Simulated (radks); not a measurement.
Q: Excited configurations of Eu I: one electron is placed in a higher orbital outside [Xe] 4f7 6s1. The ground configuration is [Xe] 4f7 6s2. All-electron calculation, Dirac Kohn-Sham, PBE, spin-unpolarised, spherical densities, finite nucleus; open shells fill j = l - 1/2 first; Fermi nuclear charge, rms radius 5.1115 fm. Program: a radial shooting solver on a logarithmic mesh with Libxc functionals. Excitation = E - E(ground); binding = E(ion) - E, where the ion is the core of charge +1; n* = 1/sqrt(2 binding) in atomic units, and the quantum defect is n - n*.

outer orbital  excitation (eV)  binding (eV)     n*  quantum defect  eigenvalue (eV)  <r> (bohr)
5d3/2                    2.074         3.941  1.858           3.142           -1.102       3.703
6d3/2                    4.527         1.488  3.024           2.976           -0.720       11.51
6f5/2                    5.362         0.653  4.565           1.435           -0.367       28.30
7p1/2                    4.407         1.607  2.909           4.091           -0.931       12.77
7d3/2                    5.083         0.932  3.820           3.180           -0.534       21.22
7f5/2                    5.537         0.478  5.338           1.662           -0.292       42.14

Estimate the row for 7s1/2.

A: excitation (eV) 3.879; binding (eV) 2.136; n* 2.524; quantum defect 4.476; eigenvalue (eV) -1.270; <r> (bohr) 10.18. The Delta-SCF ionisation energy is 6.015 eV (NIST Atomic Spectra Database: 5.670 eV, measured). Self-interaction in the functional shifts the binding energies and quantum defects, so they are the method's values and not measured ones. Spin polarisation and multiplet splitting are left out, so open shells lie too high by an amount that depends on their filling.

Beside tabulated values, note that spin-unpolarised runs miss the spin-polarisation part of the exchange energy of open shells.
